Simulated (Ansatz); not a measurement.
Calculation: B3LYP-D3(BJ)/def2-SVP (Ansatz, an electronic-structure program). No frequencies were computed at this level.

Ansatz 0.2 input:
```yaml
crystal:
  periodic: [false, false, false]
  atoms:
    - { symbol: C, position_ang: [-1.526149, 0.041832, -0.054408] }
    - { symbol: C, position_ang: [-0.25991, -0.786868, -0.097277] }
    - { symbol: Ge, position_ang: [1.411974, 0.349052, 0.090909] }
    - { symbol: I, position_ang: [3.483551, -1.126664, -0.108809] }
    - { symbol: I, position_ang: [1.456162, 2.12572, -1.738038] }
    - { symbol: I, position_ang: [1.405093, 1.498985, 2.366664] }
    - { symbol: H, position_ang: [-1.551946, 0.763896, -0.870764] }
    - { symbol: H, position_ang: [-2.396432, -0.605868, -0.151092] }
    - { symbol: H, position_ang: [-1.611625, 0.581905, 0.888829] }
    - { symbol: H, position_ang: [-0.173195, -1.327091, -1.041] }
    - { symbol: H, position_ang: [-0.237522, -1.514899, 0.714985] }
basis:
  gaussian: { orbitals: def2-svp }
hamiltonian:
  xc: b3lyp
  dispersion: d3bj
relax:
  max_steps: 150
```

Output:

```
Functional definition: B3LYP
2060 factors; integrals over basis functions are off by at most 2.7e-4 eV
mean field evaluation 1: about -82972.6369 eV, gradient 5.5e1 eV
mean field evaluation 2: about -82961.7498 eV, gradient 8.3e1 eV
mean field evaluation 4: about -82980.1858 eV, gradient 4.9e0 eV
mean field evaluation 8: about -82980.2660 eV, gradient 5.3e-1 eV
mean field evaluation 16: about -82980.2668 eV, gradient 3.5e-5 eV
mean field -82980.26680303 eV, -3049.4685589662 hartree, gradient 3.4e-5 eV, S^2 0.000000; 0 other end points of the search recorded, 0 dependent functions left out
reference -82980.26709677 eV, -3049.4685697610 hartree; 62, 62 occupied and 101, 101 virtual orbitals, 2060 factors
relax step   1: F+E_penalty+E_count = -82981.13890232 eV  Δ(F+E_penalty+E_count) = +0.000e0 eV  max|allowed force component| = 5.666e-1 eV/Å  Δτ_max = 0.0000 Å  (29 SCF iters, accepted)
these checks for a lower state are left out or cut short: starts, cluster_reference, orbital_swaps, neighbouring_geometries, increment
2060 factors; integrals over basis functions are off by at most 3.2e-4 eV
mean field -82980.29628909 eV, -3049.4696425591 hartree, gradient 1.5e-5 eV, S^2 0.000000; 0 other end points of the search recorded, 0 dependent functions left out
reference -82980.29658176 eV, -3049.4696533145 hartree; 62, 62 occupied and 101, 101 virtual orbitals, 2060 factors
relax step   2: F+E_penalty+E_count = -82981.17896300 eV  Δ(F+E_penalty+E_count) = -4.006e-2 eV  max|allowed force component| = 3.382e-1 eV/Å  Δτ_max = 0.0635 Å  (32 SCF iters, accepted)
these checks for a lower state are left out or cut short: starts, cluster_reference, orbital_swaps, neighbouring_geometries, increment
2060 factors; integrals over basis functions are off by at most 3.4e-4 eV
mean field evaluation 32: about -82980.3010 eV, gradient 1.5e-5 eV
mean field -82980.30104689 eV, -3049.4698174051 hartree, gradient 1.5e-5 eV, S^2 0.000000; 0 other end points of the search recorded, 0 dependent functions left out
reference -82980.30133975 eV, -3049.4698281675 hartree; 62, 62 occupied and 101, 101 virtual orbitals, 2060 factors
relax step   3: F+E_penalty+E_count = -82981.18361364 eV  Δ(F+E_penalty+E_count) = -4.651e-3 eV  max|allowed force component| = 1.030e-1 eV/Å  Δτ_max = 0.0283 Å  (33 SCF iters, accepted)
these checks for a lower state are left out or cut short: starts, cluster_reference, orbital_swaps, neighbouring_geometries, increment
2060 factors; integrals over basis functions are off by at most 3.4e-4 eV
mean field -82980.30234799 eV, -3049.4698652196 hartree, gradient 2.7e-5 eV, S^2 0.000000; 0 other end points of the search recorded, 0 dependent functions left out
reference -82980.30264090 eV, -3049.4698759839 hartree; 62, 62 occupied and 101, 101 virtual orbitals, 2060 factors
relax step   4: F+E_penalty+E_count = -82981.18425967 eV  Δ(F+E_penalty+E_count) = -6.460e-4 eV  max|allowed force component| = 2.487e-2 eV/Å  Δτ_max = 0.0073 Å  (25 SCF iters, accepted)
these checks for a lower state are left out or cut short: starts, cluster_reference, orbital_swaps, neighbouring_geometries, increment
2060 factors; integrals over basis functions are off by at most 3.4e-4 eV
mean field -82980.30235671 eV, -3049.4698655401 hartree, gradient 1.4e-5 eV, S^2 0.000000; 0 other end points of the search recorded, 0 dependent functions left out
reference -82980.30264959 eV, -3049.4698763031 hartree; 62, 62 occupied and 101, 101 virtual orbitals, 2060 factors
relax step   5: F+E_penalty+E_count = -82981.18435956 eV  Δ(F+E_penalty+E_count) = -9.989e-5 eV  max|allowed force component| = 8.873e-3 eV/Å  Δτ_max = 0.0061 Å  (25 SCF iters, accepted)
these checks for a lower state are left out or cut short: starts, cluster_reference, orbital_swaps, neighbouring_geometries, increment
2060 factors; integrals over basis functions are off by at most 3.4e-4 eV
mean field -82980.30230098 eV, -3049.4698634918 hartree, gradient 1.5e-5 eV, S^2 0.000000; 0 other end points of the search recorded, 0 dependent functions left out
reference -82980.30259381 eV, -3049.4698742533 hartree; 62, 62 occupied and 101, 101 virtual orbitals, 2060 factors
relax step   6: F+E_penalty+E_count = -82981.18443942 eV  Δ(F+E_penalty+E_count) = -7.986e-5 eV  max|allowed force component| = 1.777e-2 eV/Å  Δτ_max = 0.0151 Å  (25 SCF iters, accepted)
these checks for a lower state are left out or cut short: starts, cluster_reference, orbital_swaps, neighbouring_geometries, increment
2060 factors; integrals over basis functions are off by at most 3.4e-4 eV
mean field -82980.30231835 eV, -3049.4698641304 hartree, gradient 1.5e-5 eV, S^2 0.000000; 0 other end points of the search recorded, 0 dependent functions left out
reference -82980.30261109 eV, -3049.4698748882 hartree; 62, 62 occupied and 101, 101 virtual orbitals, 2060 factors
relax step   7: F+E_penalty+E_count = -82981.18442780 eV  Δ(F+E_penalty+E_count) = +1.163e-5 eV  max|allowed force component| = 2.564e-2 eV/Å  Δτ_max = 0.0248 Å  (32 SCF iters, rejected (line search))
these checks for a lower state are left out or cut short: starts, cluster_reference, orbital_swaps, neighbouring_geometries, increment
2060 factors; integrals over basis functions are off by at most 3.4e-4 eV
mean field -82980.30232973 eV, -3049.4698645485 hartree, gradient 7.6e-6 eV, S^2 0.000000; 0 other end points of the search recorded, 0 dependent functions left out
reference -82980.30262251 eV, -3049.4698753081 hartree; 62, 62 occupied and 101, 101 virtual orbitals, 2060 factors
relax step   8: F+E_penalty+E_count = -82981.18447114 eV  Δ(F+E_penalty+E_count) = -3.171e-5 eV  max|allowed force component| = 2.963e-2 eV/Å  Δτ_max = 0.0124 Å  (26 SCF iters, accepted)
these checks for a lower state are left out or cut short: starts, cluster_reference, orbital_swaps, neighbouring_geometries, increment
2060 factors; integrals over basis functions are off by at most 3.4e-4 eV
mean field evaluation 64: about -82980.2848 eV, gradient 3.1e-1 eV
mean field -82980.30250867 eV, -3049.4698711243 hartree, gradient 1.9e-5 eV, S^2 0.000000; 0 other end points of the search recorded, 0 dependent functions left out
reference -82980.30280146 eV, -3049.4698818841 hartree; 62, 62 occupied and 101, 101 virtual orbitals, 2060 factors
relax step   9: F+E_penalty+E_count = -82981.18451773 eV  Δ(F+E_penalty+E_count) = -4.659e-5 eV  max|allowed force component| = 4.842e-3 eV/Å  Δτ_max = 0.0075 Å  (25 SCF iters, accepted)
2060 factors; integrals over basis functions are off by at most 3.4e-4 eV
mean field -82980.30250867 eV, -3049.4698711243 hartree, gradient 1.9e-5 eV, S^2 0.000000; 1 other end points of the search recorded, 0 dependent functions left out
reference -82980.30280146 eV, -3049.4698818841 hartree; 62, 62 occupied and 101, 101 virtual orbitals, 2060 factors
Total energy: -82981.18481052 eV, -3049.5022951193 hartree
Atom 0 at    -1.529678     0.045671    -0.034460 Å, force     0.002527    -0.004842    -0.002255 eV/Å
Atom 1 at    -0.240609    -0.764940    -0.111732 Å, force     0.000794     0.001316     0.003689 eV/Å
Atom 2 at     1.386712     0.331408     0.082359 Å, force     0.003468    -0.002647    -0.001143 eV/Å
Atom 3 at     3.445615    -1.153691    -0.067644 Å, force    -0.000853    -0.001389    -0.001933 eV/Å
Atom 4 at     1.470766     2.079311    -1.767399 Å, force    -0.000371     0.001860    -0.000761 eV/Å
Atom 5 at     1.365847     1.512400     2.338049 Å, force    -0.003141     0.002480     0.001583 eV/Å
Atom 6 at    -1.576756     0.804427    -0.830766 Å, force    -0.001178     0.000491     0.000523 eV/Å
Atom 7 at    -2.404213    -0.615387    -0.147960 Å, force    -0.000432     0.002532    -0.000158 eV/Å
Atom 8 at    -1.623441     0.563040     0.932768 Å, force     0.000264     0.000417     0.000782 eV/Å
Atom 9 at    -0.123896    -1.280014    -1.078716 Å, force     0.000174     0.000319     0.000470 eV/Å
Atom 10 at    -0.170346    -1.522224     0.685501 Å, force    -0.001252    -0.000537    -0.000796 eV/Å
Dipole moment:    -0.421025    -0.253263    -0.045920 e Å
```

Cost: roughly 4 core-minutes.
